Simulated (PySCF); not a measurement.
Spin-orbit coupling and the first ionisation energy along the 4d series

Two-component X2C-1e calculated with PySCF 2.14: MP2 on generalised Hartree-Fock spinors (GMP2), with spin-orbit coupling off and on (screened by Boettger's factors); no Breit or QED terms. Values in eV; the references (NIST) lie between the lowest levels. Elements whose determinants are no pure J levels are left out.

```csv
element,configurations,spin-free,with spin-orbit,shift,reference
"Mo (x2c-QZVPPall-2c, [Ar] 3d10 frozen)",[Kr] 4d5 5s1 → [Kr] 4d5,7.122,7.121,-0.001,7.092
"Tc (x2c-QZVPPall-2c, [Ar] 3d10 frozen)",[Kr] 4d5 5s2 → [Kr] 4d5 5s1,6.914,6.916,0.002,7.119
"Ru (x2c-QZVPPall-2c, [Ar] 3d10 frozen)",[Kr] 4d7 5s1 → [Kr] 4d7,7.423,7.415,-0.008,7.361
"Rh (x2c-QZVPPall-2c, [Ar] 3d10 frozen)",[Kr] 4d8 5s1 → [Kr] 4d8,7.502,7.501,-0.001,7.459
"Pd (x2c-QZVPPall-2c, [Ar] 3d10 frozen)",[Kr] 4d10 → [Kr] 4d9,8.891,8.703,-0.188,8.337
"Ag (x2c-QZVPPall-2c, [Ar] 3d10 frozen)",[Kr] 4d10 5s1 → [Kr] 4d10,7.609,7.612,0.003,7.576
"Cd (x2c-QZVPPall-2c, [Ar] 3d10 frozen)",[Kr] 4d10 5s2 → [Kr] 4d10 5s1,8.991,8.994,0.003,8.994
```

The largest shift is at Pd, -0.188 eV, where spin-orbit coupling lowers the species with fewer electrons by more than the one with more (starting occupations closed and 4d3/2^4 4d5/2^5).

What remains against the references is mostly the basis and correlation beyond MP2.
